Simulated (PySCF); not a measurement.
## Fractional electron number in Be²⁺ (beryllium, charge +2)

The 1s beta orbital of 1s2 is emptied in steps (occupation f), with all orbitals relaxed, ending at 1s1. Calculation: PySCF 2.14, in jorge-DZP-DKH; scalar relativity by spin-free X2C-1e. The exact energy is a straight line in f; departures are measured from the line between the end points of the same method.

| f | UHF (eV) |
| --- | --- |
| 1 | 0.000 |
| 0.8 | 0.216 |
| 0.6 | 0.319 |
| 0.4 | 0.313 |
| 0.2 | 0.206 |
| 0 | 0.000 |

For UHF, how does the orbital energy at f = 1 compare with the removal energy?

−ε = 154.23 eV against a total-energy difference of 152.86 eV. By Janak's theorem ε = ∂E/∂f, so the gap between them reflects the curvature. Along the path −ε is 153.65 (f = 0.8), 153.10 (f = 0.6), 152.57 (f = 0.4), 152.07 (f = 0.2) eV.

Reference removal energy between the ground levels: 153.90 eV (theoretical estimate listed by NIST; NIST Atomic Spectra Database, ionization energies). UHF lacks correlation.
